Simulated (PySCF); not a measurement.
Cl₂Ni (SMILES [Cl][Ni][Cl]), triplet, geometry from GFN2-xTB (such geometries of metal compounds can be far from the true shape). Base run: PBE0/def2-SVP in PySCF.

PySCF was given this input:
```python
from pyscf import gto, scf, dft

mol = gto.M(
    atom='''
Ni    0.00000000    0.00000000    0.00000000
Cl    0.00000000    0.00000000    1.93482584
Cl   -0.00000000   -0.00000000   -1.93482584
''',
    basis='def2-svp',
    spin=2,
    verbose=4,
)

mf = dft.UKS(mol)
mf.xc = 'pbe0'
mf.kernel()
mf.analyze()
```

Variants of this job, named by their change:

```csv
change,ΔE vs base (µEh),grid points,electrons on the grid,outcome
base,0.0,58400,62.00000,converged
grids.prune = dft.gen_grid.treutler_prune,258,57552,62.00000,converged
"grids.atom_grid = (150, 974)",-,-,-,not converged
grids.prune = off,-15.4,108504,62.00000,converged
grids.radi_method = mura_knowles,-0.2,53528,62.00000,converged
grids.becke_scheme = stratmann,-,-,-,not converged
grids.level = 5,-,-,-,not converged
grids.level = 2,5.3,36536,61.99999,converged
grids.level = 7,1.5,258264,62.00000,converged
grids.radi_method = delley,0.7,59192,62.00000,converged
grids.level = 1,-33.0,20072,62.00004,converged
```

Open shells are given as the SCF converged; they aren't shown to be the lowest states, and a large step between rows can be another state.
